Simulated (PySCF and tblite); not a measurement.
Values are calculated unless marked as measured or tabulated.
C8H10, numbered as in [CH:1]#[C:2][C@@:3]12[CH2:4][CH2:5][CH2:6][C@@H:7]1[CH2:8]2.

The ensemble was built from 60 distance-geometry starts (ETKDG and KDG, MMFF94s, GFN2-xTB) and rests on GFN2-xTB geometries. Energies: PBE0-D3(BJ)/def2-SVP (IEF-PCM, chloroform), with GFN2-xTB thermal terms (modes under about 100 cm⁻¹ blended into free rotors). Symmetry numbers and mirror images are counted. Conformers within 3 kcal/mol (GFN2-xTB free energy) were kept, 6 at most. Couplings: B3LYP/6-31G* with pcJ-1 on H (gas phase; spin-dipole term only for pairs with B, N, F, Si or P). Couplings are for ¹H. H–H couplings come out 0.1 to 0.9 Hz lower than with pcJ-1 on all atoms. Of two unlike H on one atom, a is the less shielded (KT3/pcSseg-1 (IEF-PCM, chloroform)). (PySCF 2.14, tblite 0.8.)

The 5-ring runs over atoms 3–4–5–6–7.

| conformer | shape | weight % |
| --- | --- | --- |
| 1 | 5-ring envelope (ring torsions -28, 28, -18, 1, 16°) | 99.8 |
| 2 | 5-ring envelope (ring torsions 30, -29, 18, 1, -19°) | 0.2 |

Dihedral angles along the coupling paths:

| coupling | conformer | dihedral (°) |
| --- | --- | --- |
| ³J(H4a,H5b) | 1 | -30 |
| ³J(H4a,H5b) | 2 | 34 |
| ³J(H4a,H5a) | 1 | 89 |
| ³J(H4a,H5a) | 2 | 154 |
| ³J(H4b,H5b) | 1 | -151 |
| ³J(H4b,H5b) | 2 | -87 |
| ³J(H4b,H5a) | 1 | -32 |
| ³J(H4b,H5a) | 2 | 33 |
| ³J(H5b,H6a) | 1 | 152 |
| ³J(H5b,H6a) | 2 | 87 |
| ³J(H5b,H6b) | 1 | 31 |
| ³J(H5b,H6b) | 2 | -33 |
| ³J(H5a,H6a) | 1 | 32 |
| ³J(H5a,H6a) | 2 | -33 |

Q: What are these vicinal couplings in each conformer, and averaged?

A: 
```
   coupling  conformer  dihedral (°)  J (Hz)  average (Hz)
³J(H4a,H5b)          1           -30     9.5           9.5
³J(H4a,H5b)          2            34     7.5           9.5
³J(H4a,H5a)          1            89     0.3           0.4
³J(H4a,H5a)          2           154    12.1           0.4
³J(H4b,H5b)          1          -151    11.2          11.2
³J(H4b,H5b)          2           -87     0.2          11.2
³J(H4b,H5a)          1           -32     9.7           9.7
³J(H4b,H5a)          2            33    10.3           9.7
³J(H5b,H6a)          1           152    11.1          11.1
³J(H5b,H6a)          2            87     0.2          11.1
³J(H5b,H6b)          1            31     9.2           9.2
³J(H5b,H6b)          2           -33     7.6           9.2
³J(H5a,H6a)          1            32     9.6           9.6
³J(H5a,H6a)          2           -33    10.1           9.6
```
